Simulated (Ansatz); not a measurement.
Series (HCdX)2: revPBE-D4/def2-TZVP single points in Ansatz on relaxed structures, gas phase. Core potentials for Cd, no spin–orbit coupling. Binding counts from free atoms in the multiplicity of their measured ground term, without zero-point energy. The structures are stationary points that may keep the symmetry of their start.

```
                species  atoms    state            geometry  HOMO (eV)  LUMO (eV)  gap (eV)  binding per atom (eV)  point group (within 0.1 Å)
(HCd-mu-Br)2 (Cd2H2Br2)      6  singlet  r2SCAN-D4/def2-SVP      -6.95      -1.90      5.05                   1.59                           –
(HCd-mu-Cl)2 (Cd2H2Cl2)      6  singlet     PBE-D4/def2-SVP      -7.14      -1.94      5.20                   1.73                         D2h
  (HCd-mu-F)2 (Cd2H2F2)      6  singlet    PBE0-D4/def2-SVP      -7.33      -1.91      5.41                   2.02                         D2h
 (HCd-mu-OH)2 (Cd2O2H4)      8  singlet   B3LYP-D4/def2-SVP      -6.41      -1.47      4.94                   2.40                         D2h
(HCd-mu-NH2)2 (Cd2N2H6)     10  singlet     PBE-D4/def2-SVP      -5.64      -1.24      4.41                   2.45                         C2v
```

The gap (eV) runs from 4.41 ((HCd-mu-NH2)2) to 5.41 ((HCd-mu-F)2).
